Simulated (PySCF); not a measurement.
Ortho-tolunitrile, C8H7N.
Numbering: `[CH3:1][c:2]1[cH:3][cH:4][cH:5][cH:6][c:7]1[C:8]#[N:9]` (hydrogens: H10, H11, H12 on C1; H13 on C3; H14 on C4; H15 on C5; H16 on C6)

Level: PBE0/pcSseg-1 and B3LYP/def2-SVPD in PySCF, non-relativistic, on one gas-phase PBE0-D3(BJ)/def2-SVP geometry that isn't relaxed in the solvent. The solvent is an IEF-PCM continuum (van der Waals radii × 1.2). The model holds no explicit solvent molecules, cavitation or dispersion.

Gas phase at PBE0/pcSseg-1: HOMO -7.62 eV, LUMO -1.57 eV, dipole 4.29 D.

Task: What does the continuum do to the energy, the frontier levels and the dipole at PBE0/pcSseg-1 in chloroform and acetone?

Result: 
| solvent | ε | E(solvent) − E(gas) (kJ/mol) | polarisation term (kJ/mol) | distortion of the solute (kJ/mol) | HOMO (eV) | LUMO (eV) | dipole (D) |
| --- | --- | --- | --- | --- | --- | --- | --- |
| chloroform | 4.711 | -19.99 | -22.93 | 2.94 | -7.52 | -1.53 | 5.32 |
| acetone | 20.49 | -26.50 | -31.65 | 5.15 | -7.51 | -1.53 | 5.66 |

The polarisation term is half the interaction of the solute with the surface charges that it induces; the rest is the cost of distorting the solute's density. The sum is the electrostatic part of solvation alone. From chloroform to acetone the lowering changes by a factor 1.33, Onsager's factor (ε − 1)/(2ε + 1) by 1.30 and ε itself by 4.3.

Task: Which radius a makes the point-dipole formula ΔE = −[(ε − 1)/(2ε + 1)]·μ²/a³ give the value in acetone, with the gas-phase dipole?

Result: μ = 1.689 au and |ΔE| = 0.01009 Eh give a = 2.69 Å; the farthest nucleus lies 3.43 Å from the centroid of the nuclei, so such a sphere wouldn't even hold the nuclei. The formula assumes a rigid point dipole at the centre of a sphere.

Task: Which Hirshfeld charges (PBE0/pcSseg-1) respond most in acetone (means over atoms taken as equivalent)?

Result: 
```csv
atoms,environment,gas (e),solvent (e),change
N9,nitrile nitrogen,-0.220,-0.276,-0.056
C8,nitrile carbon,+0.077,+0.090,+0.013
H13,aromatic hydrogen,+0.054,+0.064,+0.010
H14,aromatic hydrogen,+0.058,+0.068,+0.010
H15,aromatic hydrogen,+0.057,+0.066,+0.009
H16,aromatic hydrogen,+0.061,+0.069,+0.008
```

Gas phase at B3LYP/def2-SVPD: HOMO -7.40 eV, LUMO -1.77 eV, dipole 4.38 D.

Task: What does the continuum do to the energy, the frontier levels and the dipole at B3LYP/def2-SVPD in chloroform and acetone?

Result: 
```tsv
solvent	ε	E(solvent) − E(gas) (kJ/mol)	polarisation term (kJ/mol)	distortion of the solute (kJ/mol)	HOMO (eV)	LUMO (eV)	dipole (D)
chloroform	4.711	-19.54	-22.76	3.22	-7.27	-1.70	5.50
acetone	20.49	-25.91	-31.60	5.69	-7.24	-1.70	5.88
```

Task: How does the static polarisability (B3LYP/def2-SVPD, frozen core, with the continuum's full static response) change?

Result: 
```tsv
medium	isotropic (au)	principal values (au)	⟨r²⟩ of the electrons (bohr²)
gas	98.1	57.5, 104.2, 132.4	1140.6
chloroform	125.7	71.5, 132.8, 172.7	1141.0
acetone	137.0	79.1, 144.0, 188.0	1141.1
```

The isotropic value in acetone is 1.40 times the gas-phase one; no cavity-field correction is applied. ⟨r²⟩ is taken about the centre of nuclear charge.
